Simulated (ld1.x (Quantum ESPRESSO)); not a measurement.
# Which change was made? (Kr, RRKJ)

```
Element                 : krypton
Generator               : ld1.x (Quantum ESPRESSO) 7.5
Type                    : norm-conserving RRKJ (Kleinman–Bylander form)
Functional              : revPBE
Relativity              : scalar-relativistic
Frozen core             : [Ar]
Valence charge          : 18
Reference configuration : 3d10 4s2 4p6
Partial waves           : 4p (bound): rc 1.10 bohr; 3d (bound): rc 1.05 bohr; 4s (bound): rc 1.35 bohr
Local potential         : the s channel
Core correction         : none
rho0                    : 0.02
```

Cutoffs, loose and tight: the cutoffs (Ry, on a coarse ladder) from which the occupation-weighted sum of valence levels, in a spherical-Bessel basis at the reference potential, stays within 10 and 1 mRy of its value at 400 Ry. They do not see the model core or the augmentation charge, which bear on the density cutoff. Test errors are all-electron minus pseudo excitation energies from the reference, over the configurations 3d10 4s2 4p5; 3d10 4s2 4p4; 3d10 4s2 4p3; 3d10 4s1 4p6; 3d9 4s2 4p6; 3d10 4s2 4p5.5; 3d10 4s2 4p2; variants that change the core or the reference have their own tests.

The base gives: outcome: generated; cutoff, loose: 230 Ry; cutoff, tight: over 300 Ry; bound ghosts: p; largest test error (meV): -1277.

(1) After one change the result is: outcome: generated; cutoff, loose: 230 Ry; cutoff, tight: over 300 Ry; bound ghosts: p; largest test error (meV): +1756. Which change was it?
A. core correction a·sin(br)/r model core inside 1.02 bohr
B. reference 3d10 4s2 4p5
C. wave 4p (bound): rc 1.10 bohr becomes 4p (bound): rc 1.60 bohr
D. all radii scaled by about 1.14 (s 1.54, p 1.26, d 1.20 bohr)
E. wave 3d (bound): rc 1.05 bohr becomes 3d (bound): rc 0.78 bohr

## Answers

(1) B. The others give: wave 4p (bound): rc 1.10 bohr becomes 4p (bound): rc 1.60 bohr → outcome: generated; cutoff, loose: 230 Ry; cutoff, tight: over 300 Ry; bound ghosts: none; largest test error (meV): -538 | all radii scaled by about 1.14 (s 1.54, p 1.26, d 1.20 bohr) → outcome: generated; cutoff, loose: 180 Ry; cutoff, tight: 260 Ry; bound ghosts: p; largest test error (meV): -160 | wave 3d (bound): rc 1.05 bohr becomes 3d (bound): rc 0.78 bohr → outcome: generated; cutoff, loose: over 300 Ry; cutoff, tight: over 300 Ry; bound ghosts: p; largest test error (meV): -2334 | core correction a·sin(br)/r model core inside 1.02 bohr → outcome: generated; cutoff, loose: 230 Ry; cutoff, tight: over 300 Ry; bound ghosts: p; largest test error (meV): +4885.
